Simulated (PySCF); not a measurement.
An unknown is described by computed data only.

Formula: C3H14FNSi3.

| Property | Result |
| --- | --- |
| 13C NMR | chemical shifts (computed TMS as zero) by class: 83.8 (1 C), 42.6 (1 C), 22.8 (1 C) ppm [GIAO PBE0/pcSseg-1] |
| 1H NMR | chemical shifts (computed TMS as zero) by class: 5.03 (2 H), 3.60 (6 H), 3.08 (2 H), 1.27 (2 H), 0.64 (2 H) ppm [GIAO PBE0/pcSseg-1] |
| NMR, other nuclei | isotropic shieldings of nuclei other than C and H, by class: 204 (1 N), 454 (1 F), 399 (1 Si), 467 (2 Si) ppm [GIAO PBE0/pcSseg-1] |
| Rotational structure | rotational constants A, B, C: 1.214, 0.755, 0.729 GHz [GFN2-xTB] |
| Dipole | 3.49 D [PBE0/pcSseg-1] |

Gas-phase values; electronic properties from PySCF, density fitting. Levels stand in brackets. Geometry: GFN2-xTB, one conformer, isolated molecule. NMR classes are plain means over equivalent atoms (diastereotopic ones count apart unless rotation or inversion swaps them), as if these changed places fast.

**Question.** What is the compound? Reason from the data.

**Answer.** Numbering: `[NH2:1][CH2:2][CH2:3][Si:4]([SiH3:5])([SiH3:6])[CH2:7][F:8]`. Its formula, C3H14FNSi3, gives 0 degrees of unsaturation, so no ring and no π bond. 3 carbons fall into 3 classes; from least to most shielded: sp3 C–F carbon [C7] (83.8 ppm), sp3 carbon bound to nitrogen [C2] (42.6 ppm), sp3 carbon bound to silicon [C3] (22.8 ppm). Hydrogen classes from least to most shielded: 2 H on an sp3 C–F carbon, C7 (5.03 ppm), 6 H on 2 SiH3 silicons, Si5/Si6 (3.60 ppm), 2 H on an sp3 carbon bound to nitrogen, C2 (3.08 ppm, a mean of values up to 1.2 ppm apart in this geometry), 2 H on an sp3 carbon bound to silicon, C3 (1.27 ppm, a mean of values up to 0.6 ppm apart in this geometry), 2 H on a primary amine nitrogen, N1 (0.64 ppm, a mean of values up to 1.0 ppm apart in this geometry). The other shieldings belong to: 204 ppm, primary amine nitrogen [N1]; 454 ppm, alkyl fluorine [F8]; 399 ppm, four-coordinate silicon [Si4]; 467 ppm, SiH3 silicon [Si5/Si6]. The optimised geometry has point group C1 and is an asymmetric top. Structure: `C(F)[Si](CCN)([SiH3])[SiH3]`. The assignments are read from this structure; whether some other isomer fits the data as well wasn't checked.

Shape of the structure used: `[NH2:1][CH2:2][CH2:3][Si:4]([SiH3:5])([SiH3:6])[CH2:7][F:8]`: N1–C2–C3–Si4 58°, C2–C3–Si4–Si5 84°, C3–Si4–C7–F8 -66°, H–N1–C2–C3 69°, H–N1–C2–C3 -171°.
